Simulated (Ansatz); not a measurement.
Consider the ligand exchange at a Cu–N bond: `[SiH3][N]([SiH3])[Cu]` + HBr → `[Cu][Br]` + `[SiH3]N[SiH3]`.

Program: Ansatz. Geometries: PBE0-D4/def2-TZVP. ΔE: electronic, gas phase. CBS: MP2 limit from def2 TZ/QZ plus the TZ coupled-cluster correction, frozen cores. This one scheme is used for every species. DFT in def2-TZVPP. B3LYP here is the variant with VWN-RPA as its local correlation; programs differ in this. HSE06 is defined as in plane-wave codes. For Br, Cu outer-core shells are correlated without core-valence functions, which leaves a few kJ/mol of doubt a bond. Scalar relativity is left out up to krypton.

`[SiH3][N]([SiH3])[Cu]`:

```xyz
10

Si    0.862   -1.278   -0.030
N     0.168    0.208   -0.511
Si   -0.914    1.180    0.388
Cu    0.367    0.653   -2.278
H     2.248   -1.424   -0.567
H     0.924   -1.356    1.459
H     0.114   -2.482   -0.506
H    -0.683    2.631    0.122
H    -2.356    0.935    0.075
H    -0.731    0.933    1.848
```

HBr:

Cartesian coordinates in Å:
```
Br 0.259 -0.264 -0.606
H -0.259 0.264 0.606
```

`[Cu][Br]`:

```xyz
2

Cu   -0.315    0.915   -0.531
Br    0.315   -0.915    0.531
```

`[SiH3]N[SiH3]`:

Cartesian coordinates in Å:
```
Si 0.583 1.432 0.213
N 0.558 -0.288 0.079
Si -0.779 -1.332 -0.233
H -0.826 1.894 0.254
H 1.272 2.085 -0.935
H 1.291 1.859 1.450
H 1.460 -0.741 0.138
H -2.013 -0.514 -0.136
H -0.830 -2.443 0.756
H -0.716 -1.953 -1.586
```

| level | ΔE (kJ/mol) | difference from CCSD(T)/CBS |
| --- | --- | --- |
| LDA (SPW92) | -114.5 | 20.0 |
| B97M-V | -123.5 | 11.0 |
| HSE06-D4 | -136.4 | -1.9 |
| BHLYP-D4 | -150.3 | -15.8 |
| B2PLYP | -132.2 | 2.3 |
| PBE | -124.1 | 10.4 |
| revPBE | -127.3 | 7.2 |
| B3LYP | -140.5 | -6.0 |
| r2SCANh | -133.2 | 1.3 |
| r2SCAN0 | -142.7 | -8.2 |
| BHLYP | -159.0 | -24.5 |
| HF/def2-SVP | -177.0 | -42.5 |
| CCSD(T)/def2-SVP | -121.6 | 12.9 |
| HF/def2-TZVPP | -186.8 | -52.3 |
| CCSD/def2-TZVPP | -135.3 | -0.8 |
| MP2/CBS(def2) | -127.8 | 6.7 |
| CCSD(T)/CBS | -134.5 | 0 |

Largest T1 diagnostic among the species: 0.026, so the coupled-cluster value is less sure than usual.

The D4 term adds +9.3 kJ/mol with B3LYP and +5.0 kJ/mol with PBE0; it sums over pairs of atoms, weighted by their polarisabilities, and B3LYP, whose exchange is more repulsive, gets the larger term. Leaving LDA and LC-ωPBE aside and taking each functional with its dispersion term where it has one, the values, not all of them listed here, spread over 35.1 kJ/mol, from BHLYP-D4 to revPBE-D4. LDA lies +9.6 kJ/mol from PBE without D4. At CCSD(T), def2-SVP lies +12.9 kJ/mol from the extrapolated value and def2-TZVPP +8.8 kJ/mol.
